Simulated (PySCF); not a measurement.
PySCF job for FeF₃, SMILES [F][Fe]([F])[F] (connectivity only; charge and spin as stated), neutral, multiplicity 6, PBE-D3(BJ)/def2-SVP. Coordinates come from a PBE-D3(BJ)/def2-SVP optimisation. The multiplicity is an assumed one; other spin states were not compared. The isomer is the one that the SMILES or the coordinates give; other isomers of the formula were not compared.

```python
import numpy as np
from pyscf import gto, scf, dft, df
from pyscf.hessian import thermo

mol = gto.M(
    atom='''
    Fe    0.00000000   -0.00000000    0.00000000
    F     1.76823289   -0.00000000   -0.00000000
    F    -0.88411645   -1.53133460   -0.00000000
    F    -0.88411644    1.53133460   -0.00000000
    ''',
    basis='def2-SVP',
    charge=0,
    spin=5,
    max_memory=1600,
    verbose=3,
)
mf = dft.UKS(mol, xc='pbe').density_fit(auxbasis='def2-universal-jkfit')
mf.disp = 'd3bj'
mf.grids.level = 3
mf.conv_tol = 1e-11
mf.max_cycle = 100
mf.kernel()
fine, coarse = mf.grids, dft.Grids(mol).set(level=1).build(with_non0tab=True)
for _ in range(3):  # follow internal instabilities
    mf.grids = coarse
    mo, _, stable, _ = mf.stability(return_status=True, nroots=4)
    mf.grids = fine
    if stable:
        break
    mf.kernel(mf.make_rdm1(mo, mf.mo_occ))

# [left out here: the lines that compute and print the analytic Hessian (its translational invariance restored by hand, since the grid's response is missing), thermochemistry and intensities]
```

Log of the run:

```

WARN: HOMO 0.273650347227589 >= LUMO -0.00627923450092815


WARN: HOMO -0.429125463669277 >= LUMO -0.506212997230899


WARN: HOMO -0.603473621938069 >= LUMO -0.60311386854178


WARN: HOMO 0.712463795952453 >= LUMO 0.347543082204757


WARN: HOMO 0.318808626847539 >= LUMO -0.00475067082133052


WARN: HOMO -0.415902928177378 >= LUMO -0.431145638960984


WARN: HOMO -0.395459002510181 >= LUMO -0.422091854284177


WARN: HOMO -0.393383562701608 >= LUMO -0.430484437402034


WARN: HOMO 0.661921629161925 >= LUMO 0.19252892086017


WARN: HOMO 0.272844171931134 >= LUMO -0.00936150210665598


WARN: HOMO -0.321819452614177 >= LUMO -0.333411568479681


WARN: HOMO -0.339568919301068 >= LUMO -0.40404282151362


WARN: HOMO -0.326577500721258 >= LUMO -0.353557423310739


WARN: HOMO -0.353152287305896 >= LUMO -0.352730106433291


WARN: HOMO -0.327235775557666 >= LUMO -0.385104698111211


WARN: HOMO -0.366788208036718 >= LUMO -0.387206330829383


WARN: HOMO 0.699928804400293 >= LUMO 0.238595006996159


WARN: HOMO 0.297562765841091 >= LUMO -0.0101162731570987


WARN: HOMO -0.320851487959893 >= LUMO -0.36721652383342


WARN: HOMO -0.356313476807864 >= LUMO -0.373476798411336


WARN: HOMO -0.355866727586812 >= LUMO -0.371531735713125


WARN: HOMO -0.328813502511132 >= LUMO -0.37478246206488


WARN: HOMO -0.365629339729507 >= LUMO -0.376946428242736


WARN: HOMO 0.556004423907565 >= LUMO 0.0433647548528215


WARN: HOMO -0.0532816717894651 >= LUMO -0.0890357963682238

converged SCF energy = -1562.40786110841  <S^2> = 8.7533704  2S+1 = 6.0011234
<class 'pyscf.df.df_jk.DFUKS'> wavefunction is stable in the internal stability analysis

WARN: DFTD3 does not support analytical Hessian, using finite difference


WARN: Mole.unit (angstrom) is changed to Bohr

Mode                                 0                   1                   2
Irrep
Freq [cm^-1]                      101.0140            145.8890            145.9212
Reduced mass [au]                  28.4946             21.3616             21.3615
Force const [Dyne/A]                0.1713              0.2679              0.2680
Char temp [K]                     145.3366            209.9018            209.9480
Normal mode                   x     y     z       x     y     z       x     y     z
       0  Fe                -0.00  0.00 -0.10   -0.05  0.00  0.00    0.00  0.05  0.00
       1   F                 0.00 -0.00  0.09   -0.05 -0.00 -0.00    0.00 -0.16 -0.00
       2   F                 0.00 -0.00  0.09    0.11 -0.09 -0.00    0.09  0.00 -0.00
       3   F                -0.00  0.00  0.09    0.11  0.09 -0.00   -0.09 -0.00 -0.00
Mode                                 3                   4                   5
Irrep
Freq [cm^-1]                      606.5234            690.9566            690.9615
Reduced mass [au]                  18.9984             24.4395             24.4396
Force const [Dyne/A]                4.1178              6.8746              6.8747
Char temp [K]                     872.6522            994.1327            994.1397
Normal mode                   x     y     z       x     y     z       x     y     z
       0  Fe                -0.00 -0.00  0.00    0.08 -0.00 -0.00    0.00  0.08 -0.00
       1   F                 0.13  0.00 -0.00   -0.15 -0.00  0.00   -0.01  0.00  0.00
       2   F                -0.07 -0.11 -0.00   -0.03 -0.06  0.00   -0.07 -0.12  0.00
       3   F                -0.07  0.11 -0.00   -0.04  0.07  0.00    0.06 -0.11  0.00
temperature 298.1500 [K]
pressure 101325.00 [Pa]
Rotational constants [GHz] 5.67192 5.67192 2.83596
Symmetry number 6
Zero-point energy (ZPE) 0.00542 [Eh]   14243.131 [J/mol]
                           tot       elec      trans        rot        vib
Entropy [J/mol/K]       316.746     14.898    167.687     92.501     41.660
Cv [J/mol/K]             60.398      0.000     12.472     12.472     35.454
Cp [J/mol/K]             68.712      0.000     20.786     12.472     35.454
Internal energy [J/mol]                      3718.434   3718.434  20603.978
Internal energy [Eh]   -1562.39718  -1562.40786
Enthalpy [J/mol]                             6197.391   3718.434  20603.978
Enthalpy [Eh]          -1562.39624
Gibbs free energy [J/mol]                  -43798.395 -23860.823   8182.916
Gibbs free energy [Eh] -1562.43221
mode   freq/cm-1   IR/(km/mol)
   1      101.01        52.822
   2      145.89         9.189
   3      145.92         9.190
   4      606.52         0.000
   5      690.96        85.792
   6      690.96        85.800
max |gradient| / (hartree/bohr): 0.00041579103809557746
APT charges: [ 1.4687 -0.4895 -0.4895 -0.4895]
```

Self-consistency was reached.

Cost: roughly 90 core-seconds.
